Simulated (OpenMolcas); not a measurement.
## Ionisation energies of ruthenium

* Program: OpenMolcas
* Basis: ANO-RCC-VQZP [8s7p5d3f2g1h]
* Scalar Hamiltonian: DKH2, point nucleus
* Spin-orbit coupling: state interaction with AMFI integrals over the reference wave functions, term energies averaged over their components

Active shells in each charge state: the valence d, s shells, with orbitals averaged over the low states. Where CASPT2's correlated closed shells are named, they are those of the first ion.

A. CASSCF
B. SS-CASPT2, IPEA 0.25 Eh, imaginary shift 0.1 Eh (closed shells correlated: 4s 4p)
C. SS-CASPT2, IPEA 0 Eh, imaginary shift 0.1 Eh (closed shells correlated: 4s 4p)
D. SS-CASPT2, IPEA 0.25 Eh, imaginary shift 0.1 Eh (closed shells correlated: 3d 4s 4p)

Energies in eV between the lowest computed levels, named as in B; reference values from the NIST Atomic Spectra Database with their kind.

```json
{"From": "Ru 4d7 5s 5F5", "To": "Ru+ 4d7 4F 9/2", "A": "6.214", "B": "7.426", "C": "7.589", "D": "7.447", "Spin-orbit share in B": "-0.029", "Reference": "7.361 (measured)"}
{"From": "Ru+ 4d7 4F 9/2", "To": "Ru2+ 4d6 5D4", "A": "14.834", "B": "16.662", "C": "16.645", "D": "16.646", "Spin-orbit share in B": "+0.075", "Reference": "16.760 (semi-empirical)"}
```

Error against the reference values, in %:

```tsv
From	Reference	A	B	C	D
Ru	measured	-15.6	+0.9	+3.1	+1.2
Ru+	semi-empirical	-11.5	-0.6	-0.7	-0.7
```

Absolute error against the one measured value: A 1.15 eV, B 0.07 eV, C 0.23 eV, D 0.09 eV. B lies closest.

The lowest level within the active space need not be the ion's true ground level.
